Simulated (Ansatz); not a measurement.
Two structures of SiH5SBrO, closed shell, reached by relaxing down either side of one saddle point (PBE0-D4/def2-TZVP). Energies are electronic, without zero-point energy. Computed with Ansatz 0.2.0 (basis: def2-TZVPP and def2-QZVPP); correlated methods freeze the cores. Filled d shells of the heavier atoms are correlated. The def2 sets are not built for correlating such inner shells, so the correlated values are less sure here. Extrapolation: Hartree–Fock as exp(−7.88 √X), correlation as X^−2.97. First:

```
9
angstrom
Si -0.5678 0.5639 -0.5694
Br 1.6327 0.5702 -0.9569
H -1.0044 -0.8387 -0.7377
H -0.8175 1.1143 0.7725
O -1.3229 1.5693 -1.6150
H 1.4186 -0.6235 2.3686
S 0.5762 -1.6447 2.1522
H -1.2393 1.3982 -2.5544
H 1.3245 -2.1092 1.1403
```

Second:

Si1  (-1.164, -0.180, -0.002)
Br2  (2.688, 0.966, -0.766)
H3  (-1.175, -1.450, -0.770)
H4  (-2.482, 0.118, 0.590)
O5  (-0.776, 1.126, -0.895)
H6  (1.893, 0.428, 0.327)
S7  (0.260, -0.502, 1.602)
H8  (0.121, 1.203, -1.240)
H9  (0.635, -1.710, 1.152)
(Å)

**Question.** Which bonds change from the first to the second?

**Answer.** SiH₃BrO ([OH][SiH2][Br]) + H₂S → SiH₄SO ([OH][SiH2][SH]) + HBr; bonds formed: Si1–S7, Br2–H6; bonds broken: Si1–Br2, H6–S7.

**Question.** Give the saddle point's structure and its height above each. (An estimate is asked for; the value comes from the calculation.)

**Answer.** Computed: 30.10 kcal/mol above the first and 22.65 kcal/mol above the second (CCSD(T) at an estimated basis limit (MP2 extrapolated from triple and quadruple zeta, plus CCSD(T) − MP2 in triple zeta)).
```tsv
atom	x (Å)	y (Å)	z (Å)
Si1	-0.7057	-0.0209	-0.3095
Br2	1.8625	0.5591	-1.1759
H3	-0.4738	-1.2055	-1.1549
H4	-1.9405	-0.2970	0.4797
O5	-1.0258	1.4890	-0.8138
H6	1.6961	-0.4914	0.8177
S7	0.5881	-0.3092	1.6151
H8	-0.2708	1.8794	-1.2751
H9	0.2698	-1.6037	1.8168
```

The T1 diagnostic stays at or below 0.012.

Labels in which every atom is bracketed show which atoms are joined, not bond orders.

For scale, one of the runs: CCSD(T)/def2-TZVPP, 233 basis functions, launched by `ansatz run in.yaml --threads 8 --pin off --events-out ev --progress --plain --max-ram 19148MiB`. The run took 23 s on 8 CPU threads of an AMD EPYC 9R45 (shared host), with 4 GiB of host memory at its peak.
